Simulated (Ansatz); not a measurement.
```yaml
crystal:
  periodic: [true, true, true]
  atoms:
    - {symbol: B, position_ang: [0.331860, 0.120635, -1.412801]}
    - {symbol: C, position_ang: [-0.063436, 0.273336, 0.081985]}
    - {symbol: Cl, position_ang: [1.679638, -1.032711, -0.613887]}
    - {symbol: C, position_ang: [-0.627038, -0.164543, 1.335297]}
    - {symbol: O, position_ang: [0.132142, 1.078259, 1.066393]}
    - {symbol: H, position_ang: [-0.433162, -0.533717, -2.059163]}
    - {symbol: H, position_ang: [0.834646, 1.093268, -1.892689]}
    - {symbol: H, position_ang: [-1.679269, -0.000278, 1.536594]}
    - {symbol: H, position_ang: [-0.086882, -0.880550, 1.941272]}
basis:
  gaussian: {orbitals: def2-TZVPP}
hamiltonian: {xc: {name: SVWN5}}
scf: {lower_state_search: light}
```

```sh
$ ansatz run in.yaml --threads 2 --pin off --events-out ev --progress --plain --max-ram 4352MiB
```

It prints (some lines left out):

```
Error: YAML parse error: error: line 2 column 3: crystal: missing field `lattice` (a structure is typed as `lattice` and `atoms`, a molecule's as `atoms` in Å alone, or read from a run's directory, `checkpoint`)
 --> <input>:2:3
1 | crystal:
2 |   periodic: [true, true, true]
3 |   atoms:
4 |     - {symbol: B, position_ang: [0.331860, 0.120635, -1.412801]}
```

Task: Something in this input is off. What?

Result: The molecule is marked periodic without a cell. The program refused the input.
